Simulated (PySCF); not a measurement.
Choosing a molecule for a target property.

Each SMILES stands for a single optimised conformer of the isolated species, non-relativistic unless stated. Electronic properties by PySCF.

Dipoles, sizes and rotational constants follow the conformer. The torsions of the flexible species, by atom-mapped SMILES:
- `[CH3:1][CH:2]([CH3:3])[P+:4]([CH3:5])([CH3:6])[CH2:7][SiH3:8]`: C1–C2–P4–C5 -176°, C2–P4–C7–Si8 180°
- `[CH2:1]=[CH:2][CH2:3][P@@:4](=[O:5])([OH:6])[CH:7]=[CH2:8]`: C1–C2–C3–P4 -111°, C2–C3–P4–O5 -50°, C3–P4–C7–C8 123°, H–O6–P4–C3 -129°
- `[CH3:1][CH2:2][N:3]([CH3:4])[N:5]([CH3:6])[CH3:7]`: C1–C2–N3–C4 169°, C2–N3–N5–C6 146°
- `[CH3:1][CH2:2][P@@:3]([CH3:4])(=[O:5])[P:6]([CH3:7])[CH3:8]`: C1–C2–P3–C4 66°, C2–P3–P6–C7 -71°

The conformers of `CC1=C(C(F)(F)F)CC[PH2+]1` aren't listed.

Question: Wanted: HOMO energy between -12.9 eV and -10 eV (PBE0/pcSseg-1) and HOMO–LUMO gap below 7.4 eV (PBE0/pcSseg-1), at GFN2-xTB geometries. Which candidate meets both?
A. `CC1=C(C(F)(F)F)CC[PH2+]1`
B. `C=CC[P@@](=O)(O)C=C`
C. `CC[P@@](C)(=O)P(C)C`
D. `CCN(C)N(C)C`
E. `CC(C)[P+](C)(C)C[SiH3]`

Answer: A. Computed values:
| species | HOMO energy | HOMO–LUMO gap |
| --- | --- | --- |
| CC(C)[P+](C)(C)C[SiH3] | -13.05 eV | 9.61 eV |
| CC1=C(C(F)(F)F)CC[PH2+]1 | -12.75 eV | 6.83 eV |
| C=CC[P@@](=O)(O)C=C | -7.44 eV | 6.70 eV |
| CC[P@@](C)(=O)P(C)C | -6.66 eV | 7.25 eV |
| CCN(C)N(C)C | -6.11 eV | 7.50 eV |
